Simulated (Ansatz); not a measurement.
```yaml
crystal:
  periodic: [false, false, false]
  atoms:
    - {symbol: F, position_ang: [0.350022, -1.457981, 2.925618]}
    - {symbol: Ti, position_ang: [0.018630, -0.027717, -0.015512]}
    - {symbol: F, position_ang: [-2.343612, 2.253388, 0.134368]}
    - {symbol: F, position_ang: [-0.789197, -2.296865, -2.252405]}
    - {symbol: F, position_ang: [2.858457, 1.389902, -0.870493]}
basis:
  gaussian: {orbitals: aug-cc-pVDZ}
hamiltonian: {xc: {name: PBE0}}
scf: {lower_state_search: off}
```

```sh
$ ansatz run in.yaml --threads 4 --pin off --events-out ev --progress --plain --max-ram 10444MiB
```

Output, abridged:

```
Functional definition: PBE0
1418 factors; their error is unknown
mean field evaluation 1: about -33909.9145 eV, gradient 1.0e2 eV
mean field evaluation 2: about -31848.4860 eV, gradient 6.8e2 eV
mean field evaluation 4: about -32913.9870 eV, gradient 5.9e2 eV
mean field evaluation 8: about -33953.4144 eV, gradient 1.0e1 eV
mean field evaluation 16: about -33953.8215 eV, gradient 2.8e-6 eV
mean field -33953.82146154 eV, -1247.7799239847 hartree, gradient 2.8e-6 eV, S^2 0.000000; 0 other end points of the search recorded, 0 dependent functions left out
reference -33953.82152071 eV, -1247.7799261592 hartree; 29, 29 occupied and 122, 122 virtual orbitals, 1418 factors
Total energy: -33953.82152071 eV, -1247.7799261592 hartree
Checks for a lower state left out: stability, starts, cluster_reference, orbital_swaps, neighbouring_geometries, increment
```

In this input the coordinates are in bohr but typed as ångström. The run converged. The result belongs to that input, not to the molecule as meant.
